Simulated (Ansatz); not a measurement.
`C[O][AlH][SeH]` + `C[SiH](F)Cl` → `C[Si](F)(Cl)[SeH]` + `C[O][AlH2]`  (formal exchange of groups at the Se–Al bond)

Isolated molecules relaxed with PBE0-D4/def2-TZVP in Ansatz; ΔE leaves out vibrations. CCSD(T)/CBS adds triple-zeta CCSD(T) − MP2 to the extrapolated MP2 energy (def2 sets, frozen cores). Functionals use def2-TZVPP. For Se outer-core shells are correlated without core-valence functions, which leaves a few kJ/mol of doubt a bond. Scalar relativity is left out up to krypton. One conformer a species, not always the lowest.

`C[O][AlH][SeH]`:

Cartesian coordinates in Å:
```
C -0.781 -1.094 -0.505
O -0.807 0.298 -0.426
Al 0.147 1.536 0.187
Se 2.150 1.071 1.262
H -0.760 -1.412 -1.553
H 0.092 -1.530 -0.002
H -1.680 -1.513 -0.043
H -0.339 3.019 0.021
H 1.978 -0.375 1.059
```

`C[SiH](F)Cl`:

Z-matrix (Å, degrees):
```
C
Si 1 1.843
H 1 1.093 2 110.3
H 1 1.092 2 110.4 3 119.9
H 1 1.092 2 110.5 3 -120.1
F 2 1.594 1 109.4 3 60.6
Cl 2 2.046 1 110.3 3 178.7
H 2 1.477 1 114.2 3 -59.8
```

`C[Si](F)(Cl)[SeH]`:

Z-matrix (Å, degrees):
```
C
Si 1 1.844
H 1 1.091 2 110.3
H 1 1.093 2 109.9 3 120.2
H 1 1.093 2 110.3 3 -120.1
F 2 1.593 1 108.0 3 -176.9
Cl 2 2.043 1 111.1 3 -59.4
Se 2 2.260 1 114.8 3 59.8
H 8 1.471 2 91.6 1 55.4
```

`C[O][AlH2]`:

```xyz
8

C    -0.884    0.550   -0.713
O    -0.235    0.320    0.503
Al    1.070   -0.638    0.975
H    -1.942    0.282   -0.631
H    -0.449   -0.028   -1.539
H    -0.827    1.612   -0.975
H     1.804   -1.518   -0.121
H     1.463   -0.579    2.501
```

```
             level  ΔE (kJ/mol)
           ωB97X-V         59.4
           ωB97M-V         58.9
            r2SCAN         62.8
SCS-MP2/def2-QZVPP         62.8
```

Task: What does CCSD(T)/CBS give? (Best estimate.)

Result: Computed: +62.5 kJ/mol. The listed levels differ from it by -3.1, -3.6, 0.3, 0.3 kJ/mol.

Largest T1 diagnostic among the species: 0.012.

In def2-TZVPP, CCSD(T) changes the Hartree–Fock value by −8.7 kJ/mol (the triples alone add −1.6 kJ/mol) and MP2 by −10.4 kJ/mol. The D4 term adds −6.2 kJ/mol with B3LYP and −3.1 kJ/mol with PBE0; it sums over pairs of atoms, weighted by their polarisabilities, and B3LYP, whose exchange is more repulsive, gets the larger term.

B3LYP here is the variant with VWN-RPA as its local correlation; programs differ in this.
